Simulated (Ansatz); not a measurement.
The cluster Zr₂S₅⁻. Total charge -1; doublet. Geometry PBE-D4/def2-SVPD; atoms count from 1.

```xyz
7

Zr   -0.646   -0.378    0.764
Zr    1.393    1.403   -0.484
S     1.828   -0.134    1.296
S    -0.558   -1.417   -1.502
S     0.917   -0.113   -2.373
S    -0.802    2.089    0.175
S    -2.132   -1.449    2.124
```

In the def2 sets Zr takes a core potential; there is no spin–orbit coupling. Another isomer (doublet) lies 0.72 eV lower at PBE0-D4/def2-TZVPD; other spin states weren't run for this one.

Problem. Estimate the Mulliken populations from the PBE0/def2-TZVPD orbitals of Ansatz.

Solution. 
```tsv
atom	charge (e)	spin (α − β)	d electrons
Zr1	0.93	0.06	2.07
Zr2	0.91	1.00	2.31
S3	-0.69	-0.03	–
S4	-0.32	0.00	–
S5	-0.37	-0.03	–
S6	-0.69	-0.03	–
S7	-0.77	0.03	–
```
Mulliken values depend strongly on the basis. With diffuse functions, as here, like atoms can get unlike values, and bond orders can come out too low or too high.

Problem. Where does the spin sit?

Solution. Summed by element: Zr 1.06, S -0.06, of 1 unpaired in all. Largest on single atoms: Zr2 1.00, Zr1 0.06, S7 0.03.

Problem. And the Mayer bond orders between heavy atoms (over 0.3)?

Solution. Zr1–S3 0.81 (2.54 Å); Zr1–S4 1.02 (2.50 Å); Zr1–S6 0.81 (2.54 Å); Zr1–S7 1.79 (2.28 Å); Zr2–S3 1.14 (2.39 Å); Zr2–S5 1.01 (2.47 Å); Zr2–S6 1.14 (2.39 Å); S4–S5 0.98 (2.15 Å).
